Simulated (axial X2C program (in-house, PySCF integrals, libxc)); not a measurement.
## Worked dissociation energy of TaN: MP2, without spin–orbit coupling

Computed with an in-house all-electron X2C program for linear molecules (integrals from PySCF). Spin-free means the one-electron spin-free X2C Hamiltonian. Basis: Ta dyall-cv3z [13s14p9d7f4g], N dyall-av3z [7s7p3d2f] (cores contracted in-house); Gaussian nuclei, density fitting, unrestricted open shells. Masses: Ta 180.948 u, N 14.003 u.

Molecular state: M_S = 0, Λ = 0 (closed shell).

Correlated methods: 18 electrons correlated (number of frozen shells: Ta 4 s, 3 p, 2 d, 1 f; N 1 s), 316 virtual spin orbitals or spinors in MP2.

| Quantity | Value |
| --- | --- |
| E(Ta) (2M_S = 3, M_L = 3) | -15600.508937 hartree |
| E(N) (2M_S = 3, M_L = 0) | -54.533472 hartree |
| E(TaN) at Re | -15655.324763 hartree |
| ωe | 999.5 cm⁻¹ |
| ωexe | 4.65 cm⁻¹ |

Question: Work out De and D0.

Answer: De = -15600.508937 + (-54.533472) − (-15655.324763) = 0.28235 hartree = 7.683 eV. The zero-point energy is ωe/2 − ωexe/4 = 499 cm⁻¹ = 0.062 eV, so D0 = 7.621 eV.

The state is a single determinant with fixed occupations, the lowest that a limited PBE0 search found. The closed shell is kept restricted, so the energy runs too high when the bond is stretched far. De is counted from the lowest determinant-based energies of the atoms at the same level, without counterpoise correction. PBE0 can misorder states that lie within some tenths of an eV, so this need not be the ground state of the molecule. The nearest other spin-free determinant of the search, M_S = 1, Λ = 2, lies 0.25 eV up at the distance of the search.

Each atomic determinant is the lowest at this level and need not be a pure term. Totals compare only within one Hamiltonian and basis.
